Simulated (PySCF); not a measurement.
## Polarisability and C₆ of W²⁺ (tungsten, charge +2)

[Xe] 4f14 5d4, high-spin 5D determinant. All numbers are calculated (PySCF 2.14, the spin-free X2C one-electron Hamiltonian (Gaussian nucleus), in ANO-RCC-VTZP). Coupled (time-dependent) response in atomic units; α is the mean over directions. The basis has no added diffuse functions, which lowers α and C₆.

```tsv
method	mean α (bohr³)	α xx, yy, zz	C₆ (like pair)	S(−4)
PBE	11.98	11.78, 11.78, 12.39	67.69	89.06
```

S(−4) is the Cauchy moment in α(ω) = α(0) + S(−4) ω² + …

Spin-orbit coupling is absent.

α(iu) at PBE:

```csv
u (hartree),α(iu) (bohr³)
0,11.98
0.0500,11.77
0.100,11.19
0.200,9.593
0.300,8.140
0.500,6.271
0.750,4.978
1.00,4.121
1.50,2.955
2.00,2.201
3.00,1.347
5.00,0.6661
```

For an ion, C₆ is the dispersion term alone; charge-induced terms of lower order in 1/R come first.

The components differ because the open shell of this determinant is not spherical; for a pure term their mean is the scalar polarisability.

Spin-orbit coupling, absent here, splits the open shell strongly.
